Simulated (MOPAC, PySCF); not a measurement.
C9H7BFN, SMILES `Bc1c(F)cnc2ccccc12`, neutral singlet in the gas phase. 

Cartesian coordinates (Å):
SMILES: c12c(cccc2)ncc(F)c1B
```xyz
19

B     -2.3278    -1.4861    -0.4845
C     -1.4682    -0.2516    -0.1259
C     -2.0791     0.9604     0.1673
F     -3.4062     1.0908     0.1474
C     -1.3418     2.1238     0.5025
N     -0.0341     2.1314     0.5578
C      0.6455     0.9820     0.2839
C      2.0641     1.0211     0.3522
C      2.8077    -0.1074     0.0860
C      2.1552    -1.3158    -0.2578
C      0.7778    -1.3824    -0.3312
C     -0.0228    -0.2410    -0.0643
H     -1.8219    -2.5464    -0.7424
H     -3.5255    -1.3977    -0.5093
H     -1.8876     3.0490     0.7228
H      2.5256     1.9726     0.6213
H      3.8982    -0.0747     0.1389
H      2.7498    -2.2080    -0.4677
H      0.2912    -2.3201    -0.5971
```
Charge 0, multiplicity 1.

All levels are single points at this geometry (B3LYP-D3(BJ)/def2-SVP); Pople sets use spherical d functions. Orbital energies aren't observables, and empty levels follow the basis.

```csv
level,HOMO (eV),LUMO (eV),gap (eV),dipole (D),"vertical IE, Delta-SCF (eV)"
B3LYP-D3(BJ)/def2-TZVP in PySCF,-6.87,-3.00,3.88,1.60,8.67
PBE-D3(BJ)/def2-TZVP in PySCF,-6.19,-3.65,2.55,1.52,–
B3LYP/6-31G* in PySCF,-6.56,-2.64,3.92,1.49,8.44
BP86/6-31G* in PySCF,-5.97,-3.40,2.58,1.41,–
SVWN5/6-31G* in PySCF,-6.08,-3.56,2.52,1.46,–
HF/3-21G in PySCF,-8.79,0.75,9.54,1.94,–
HF/6-31G* in PySCF,-8.56,0.90,9.46,1.63,–
PM3 in MOPAC,-9.52,-1.60,7.92,1.71,–
PM7 in MOPAC,-9.58,-1.68,7.90,2.06,–
```
